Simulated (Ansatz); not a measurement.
Constitutional and geometric isomers with formula CH6Si2. Gas-phase values, no solvent. Strings in code marks are SMILES.

Quantity: electronic energy of isomers of CH6Si2 relative to `C1[SiH2][SiH2]1`; case `C=[SiH][SiH3]`. Reference level: composite: frozen-core CCSD(T) with HF/cc-pVQZ and the correlation energy extrapolated as X^-3 from cc-pVTZ and cc-pVQZ, plus CCSDT(Q) minus CCSD(T) in cc-pVDZ // PBE0-D3(BJ)/def2-TZVP (Ansatz, a quantum-chemistry and plane-wave program), which gives 8.82 kcal/mol and has limits of its own. All levels are single points in Ansatz, each species at its own geometry of the level named after //, DFT without a dispersion term. Costs are rough core-time ratios to PBE, each species on one shared machine, summed over the species compared; in molecules this small the fixed start-up share makes them lower than scaling laws suggest.

Geometry of `C=[SiH][SiH3]` (neutral, multiplicity 1):

Z-matrix (Å, degrees):
```
Si
C 1 1.7070
H 2 1.0843 1 121.56
H 2 1.0844 3 115.45 1 -179.99
H 1 1.4842 2 119.83 3 180.00
Si 1 2.3211 5 118.65 2 179.95
H 6 1.4854 1 107.96 5 179.62
H 6 1.4871 7 109.59 1 120.70
H 6 1.4871 7 109.58 8 118.61
```
Charge 0, multiplicity 1.

```csv
level,cost relative to PBE,difference from the reference (kcal/mol)
frozen-core CCSD(T)/6-31g,0.3,-9.22
LDA/cc-pVTZ,0.6,+4.67
PBE/cc-pVTZ,1,+1.03
BLYP/cc-pVTZ,1,-4.10
frozen-core CCSD(T)/cc-pVDZ,1,-3.86
B3LYP/cc-pVTZ,1,-1.63
CAM-B3LYP/cc-pVTZ,1,+0.65
r2SCAN0/cc-pVTZ,2,+3.79
frozen-core CCSDT(Q)/6-31g,6,-9.30
frozen-core CCSD(T)/cc-pVTZ,10,-0.78
```
